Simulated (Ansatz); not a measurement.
`C#C[SiH](F)CF` + NH₃ → `N[SiH](F)CF` + `C#C` at 500 K and 1 bar (ligand exchange at the Si–C bond).

Computed with Ansatz on PBE0-D4/def2-TZVP structures; ΔE is electronic, products minus reactants. CCSD(T)/CBS is the MP2 limit (def2-TZVPP, def2-QZVPP) plus CCSD(T) − MP2 in def2-TZVPP, frozen cores. This one scheme is used for every species. One conformer a species, not always the lowest.

```csv
species,CCSD(T)/CBS energy (Eh),H − E (kJ/mol),S (J/(mol·K))
`C#C[SiH](F)CF`,-605.22886,209.2,428.2
NH₃,-56.50880,108.2,211.8
`N[SiH](F)CF`,-584.52271,224.8,405.6
`C#C`,-77.22717,90.7,225.3
```

H − E and S are ideal-gas, rigid-rotor, harmonic terms from PBE0-D4/def2-TZVP, for one conformer and one mirror image of each species. 1 Eh = 2625.50 kJ/mol, R = 8.31446 J/(mol·K).

**Question.** By hand: ΔE, ΔH, ΔS and ΔG.

**Answer.** ΔE = (-584.52271) + (-77.22717) − (-605.22886) − (-56.50880) = -0.01222 Eh = -32.1 kJ/mol. Δ(H − E) = 224.8 + 90.7 − 209.2 − 108.2 = -1.9, so ΔH = -34.0 kJ/mol. ΔS = 405.6 + 225.3 − 428.2 − 211.8 = -9.1 J/(mol·K). ΔG = -34.0 − 500 × (-9.1)/1000 = -29.4 kJ/mol.

**Question.** By hand: the equilibrium constant, and the temperature at which ΔG would vanish if ΔH and ΔS stayed fixed.

**Answer.** log₁₀ K = −ΔG/(RT ln 10) = 3.1. ΔG = 0 at ΔH/ΔS = 3736 K, far beyond where these terms or the molecules hold.

The number of gas molecules stays the same, so ΔS is small and ΔH decides. A doubt of 5 kJ/mol in ΔE shifts log₁₀ K by 0.5 here. Other conformers and mirror images would add mixing entropy, several J/(mol·K) or more a flexible species. Modes under 60 cm⁻¹, often nearly free rotors, make the harmonic entropy too high. These are equilibria of isolated gas molecules and say nothing of rates. Largest T1 diagnostic: 0.013 (customary marks: 0.02 for closed shells, 0.045 for open ones).
